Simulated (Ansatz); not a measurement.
One change: `C[SiH](C)[N]([GeH3])[SiH2][SiH3]` becomes `C[SiH](C)[N]([GeH3])[SiH2]Cl`.

Ansatz, PBE0-D4/def2-TZVP geometries, multiplicity 1. Each molecule was computed in one conformer, which needn't be the lowest.

Scalar relativity is left out up to krypton.

```
                               property  `C[SiH](C)[N]([GeH3])[SiH2][SiH3]`
HOMO–LUMO gap (ωB97M-V/def2-TZVPP) / eV                               10.52
    HOMO energy (B3LYP/def2-TZVPP) / eV                               -6.74
  LUMO energy (ωB97M-V/def2-TZVPP) / eV                                1.45
      HOMO energy (PBE/def2-TZVPP) / eV                               -5.75
  HOMO–LUMO gap (B3LYP/def2-TZVPP) / eV                                6.33
      LUMO energy (PBE/def2-TZVPP) / eV                               -1.11
```

Question: Give the same properties after the change, and the shifts. (An estimate is asked.)

Answer: The calculation gave: 
```
                               property  `C[SiH](C)[N]([GeH3])[SiH2]Cl`  shift
HOMO–LUMO gap (ωB97M-V/def2-TZVPP) / eV                           11.64   1.12
    HOMO energy (B3LYP/def2-TZVPP) / eV                           -7.33  -0.59
  LUMO energy (ωB97M-V/def2-TZVPP) / eV                            1.85   0.40
      HOMO energy (PBE/def2-TZVPP) / eV                           -6.27  -0.52
  HOMO–LUMO gap (B3LYP/def2-TZVPP) / eV                            7.23   0.90
      LUMO energy (PBE/def2-TZVPP) / eV                           -0.79   0.32
```

With PBE0 the HOMO falls by 0.62 eV and the LUMO rises by 0.34 eV, so the gap widens by about 0.96 eV. PBE moves the HOMO by -0.52 eV and ωB97M-V by -0.72 eV.

Positive LUMOs are unbound, so they and the gaps depend on the basis.

B3LYP here is the variant with VWN-RPA as its local correlation; programs differ in this.
